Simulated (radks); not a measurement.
Pt61+, 17 electrons, occupied as [Ne] 3s2 3p5.

All-electron calculation, scalar-relativistic Kohn-Sham, PBE, spin-polarised, spherical densities, finite nucleus; open shells are filled with parallel spins first (spin-orbit coupling, left out, can overturn this in heavy ions); Fermi nuclear charge, rms radius 5.427 fm. Program: a radial shooting solver on a logarithmic mesh with Libxc functionals.

Energy parts (eV):
total: -389645.52
kinetic: 445348.80
electron-nucleus: -870069.99
Hartree: 40050.90
exchange-correlation: -4975.22

Orbitals (lengths in bohr, moments of r in powers of bohr; <r^-3> diverges for s and p1/2; r(max) is where P^2 peaks; r(90%) holds 90 % of the orbital's charge):
1s up: occ. 1; eigenvalue (eV) -83192.11; r(90%) 0.0313; <1/r> 93.92; r(max) 0.01062
1s down: occ. 1; eigenvalue (eV) -83188.22; r(90%) 0.0313; <1/r> 93.92; r(max) 0.01062
2s up: occ. 1; eigenvalue (eV) -18421.94; r(90%) 0.111; <1/r> 22.23; r(max) 0.06097
2s down: occ. 1; eigenvalue (eV) -18419.38; r(90%) 0.111; <1/r> 22.23; r(max) 0.06097
2p up: occ. 3; eigenvalue (eV) -16616.39; <r^-3> 24700; r(90%) 0.105; <1/r> 19.84; r(max) 0.05031
2p down: occ. 3; eigenvalue (eV) -16612.61; <r^-3> 24690; r(90%) 0.105; <1/r> 19.83; r(max) 0.05032
3s up: occ. 1; eigenvalue (eV) -7263.298; r(90%) 0.254; <1/r> 8.879; r(max) 0.1652
3s down: occ. 1; eigenvalue (eV) -7253.070; r(90%) 0.254; <1/r> 8.875; r(max) 0.1653
3p up: occ. 3; eigenvalue (eV) -6731.958; <r^-3> 6712; r(90%) 0.256; <1/r> 8.184; r(max) 0.1625
3p down: occ. 2; eigenvalue (eV) -6721.721; <r^-3> 6709; r(90%) 0.256; <1/r> 8.181; r(max) 0.1625

The highest occupied level is 3p down at -6721.7 eV. The spin density at the nucleus is -24.64 e/bohr^3 (1s -62.03, 2s 10.13, 3s 27.27). The density falls to 0.001 e/bohr^3 at r = 0.54 bohr. For comparison, the ionisation energy in NIST's Atomic Spectra Database is 6646 eV (theoretical). In exact Kohn-Sham theory the highest level is minus the ionisation energy, but local and semilocal functionals leave it too shallow, through self-interaction and a potential that decays too fast; potentials with the right tail come closer.
